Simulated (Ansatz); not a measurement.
Species: sum formula SnOCl2 (charge 0, singlet). 
Structure (B3LYP-D3(BJ)/def2-TZVP (Ansatz, a program for electronic structure) minimum search):
```
Sn
O 1 1.8263
Cl 1 2.3200 2 128.14
Cl 1 2.3200 2 128.14 3 180.00
```

Property: atomisation energy (electronic, to ground-state atoms), in kcal/mol. Correlated levels leave the core frozen unless marked. Open shells are spin-unrestricted. No spin-orbit coupling. The frozen core is the preceding noble-gas configuration, with the filled d and f shells of earlier blocks. In def2 rows, elements after Kr have scalar-relativistic effective core potentials. The coupled-cluster limit lacks core correlation, which all-electron functionals hold. Basis-set limits of correlation are two-point, X^-3; Hartree-Fock from the larger set.

```json
[
 {"level": "PBE-D4/def2-TZVPD", "program": "Ansatz + dftd4", "atomisation energy (kcal/mol)": "260.4"},
 {"level": "revPBE/def2-TZVPD", "program": "Ansatz", "atomisation energy (kcal/mol)": "241.1"},
 {"level": "B97M-V/def2-TZVPD", "program": "Ansatz", "atomisation energy (kcal/mol)": "254.0"},
 {"level": "B2PLYP/def2-TZVPD", "program": "Ansatz", "atomisation energy (kcal/mol)": "239.7"}
]
```

Question: Predict the CCSD(T)/CBS(def2-TZVPPD,def2-QZVPPD) result (Ansatz).

Answer: 248.3 kcal/mol, so B2PLYP/def2-TZVPD differs from it by -8.6 kcal/mol.
